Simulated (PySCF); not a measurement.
**Ag: excitation energy**

Ag [Kr] 4d10 5s1 (2S) → Ag [Kr] 4d10 5p1 (2P), as a difference of total energies. All numbers are calculated (PySCF 2.14, scalar relativity by spin-free X2C-1e, in x2c-TZVPPall with one added diffuse shell each of s, p, d, f type (9s7p7d3f1g, 95 functions)). Correlated levels: valence and next inner shell: [Ar] 3d10 frozen. The calculations carry no spin-orbit coupling.

```tsv
method	excitation energy (eV)
UHF	3.072
MP2 (valence and next inner shell)	3.843
SCS-MP2 (valence and next inner shell)	3.729
CCSD (valence and next inner shell)	3.669
CCSD(T) (valence and next inner shell)	3.721
```

Task: How much does correlation contribute at CCSD(T) (valence and next inner shell)?

Result: 3.721 − (3.072) = 0.649 eV, measured against UHF.

Errors of the correlated levels include the incompleteness of this basis and the frozen core.

For comparison: 3.740 eV (measured; NIST levels, between the centres of gravity of the two terms).
